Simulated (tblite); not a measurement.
A tight-binding relaxation on `Fc1oc[c]c1SC(F)(F)F` [radical].

Computed with GFN2-xTB geometry optimisation, gas phase (tblite 0.8.0). Start geometry: from a force field or distance geometry. The input is one job of a driver script: a line of settings, then coordinates in Å.

Command:
```bash
OMP_NUM_THREADS=1 python probes_run.py task.json out
```

Input:
```
{"job": {"kind": "relax", "xc": "GFN2-xTB", "basis": "xTB"}, "charge": 0, "multiplicity": 2}
F     -1.017000    -1.748100     1.315100
C     -1.328500    -0.704100     0.483700
O     -2.399600     0.020700     0.483100
C     -2.353500     0.957500    -0.472500
C     -1.118800     0.776400    -1.090100
C     -0.457700    -0.278500    -0.497000
S      1.157500    -0.952100    -0.879200
C      2.455500    -0.114900     0.107200
F      2.594700     1.221000    -0.252400
F      3.643800    -0.775700     0.069200
F      1.942000    -0.094200     1.405200
H     -3.117100     1.691500    -0.698300
```

**Question.** What does the run print?

**Answer.** 
```
step      E/eV     max force
  0   -1014.73003    2.945
  1   -1015.15117    1.359
  2   -1015.27589    0.848
  3   -1015.35084    0.777
  4   -1015.39761    0.453
  5   -1015.41268    0.356
  6   -1015.42607    0.334
  7   -1015.43735    0.296
  8   -1015.44279    0.171
  9   -1015.44470    0.103
... (72 lines left out)
 82   -1015.48813    0.042
 83   -1015.48833    0.042
 84   -1015.48851    0.041
 85   -1015.48866    0.024
 86   -1015.48873    0.035
 87   -1015.48882    0.029
 88   -1015.48894    0.026
 89   -1015.48898    0.019
 90   -1015.48899    0.018
 91   -1015.48900    0.007
```

«max force» is the largest atomic force in eV/Å.

**Question.** From which step on does the largest force stay under 0.1 eV/Å, and how much energy is left to gain from there?

**Answer.** From step 82 (0.042 eV/Å), 0.9 meV above the end.

Summary of the converged run: energy lowered by 17.5 kcal/mol over 91 steps; largest atomic force 0.007 eV/Å at the end.

**Question.** Estimate the wall time. Hardware: AMD EPYC, one thread (shared host).

**Answer.** About 1.2 s.
Labels such as C1 count atoms from 1, the log's own numbers from 0.
